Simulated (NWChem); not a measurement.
A series in which one site is exchanged, each optimised at PBE0/def2-SVP with NWChem, gas phase unless a solvent is named. def2 effective core potentials on I, Cs; no spin-orbit coupling.

A: [I][Cs] (CsI; site = I)
B: [Cl][Cs] (CsCl; site = Cl)
C: [Cs][F] (CsF; site = F)
D: [Br][Cs] (CsBr; site = Br)

Rank them by lowest singlet excitation, PBE/def2-SVPD, TDA (eV), lowest first.

A (2.46), D (2.80), B (3.10), C (3.40)
